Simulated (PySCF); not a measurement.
Q: What does the GFN2-xTB structure of InChI=1S/C3H3Cl3Si/c1-2-3-7(4,5)6/h3H,1H2 look like in three dimensions?

A: 
```xyz
10
C3H3Cl3Si angstrom
C      2.2558    0.1458   -0.1559
C      1.0810   -0.2260    0.2280
C     -0.1201   -0.5724    0.5895
Si    -1.6937    0.1516   -0.1545
Cl    -3.2628   -0.9140    0.5461
Cl    -1.9202    2.0925    0.3752
Cl    -1.6446    0.0408   -2.1741
H      2.7757    0.9589    0.3226
H      2.7727   -0.3496   -0.9606
H     -0.2350   -1.3230    1.3611
```

Orientation and origin are arbitrary. Atoms count from 1 in this order. Si4 (chlorine-bound silicon) is tetrahedral (angles from 108.0° to 111.0°). All 3 Cl–Si bonds measure 2.022 to 2.025 Å.

Bonds between heavy atoms (Å): C1=C2 1.291, C2=C3 1.301, C3–Si4 1.885, Si4–Cl5 2.022, Si4–Cl6 2.025, Si4–Cl7 2.023.

Structure optimised with GFN2-xTB, isolated species.

Point group: near Cs, missed by 0.31 Å at most; the miss may be what the optimiser left on a soft mode. Whether it is a minimum is left open (no frequencies).

The numbers are calculated, not measured.
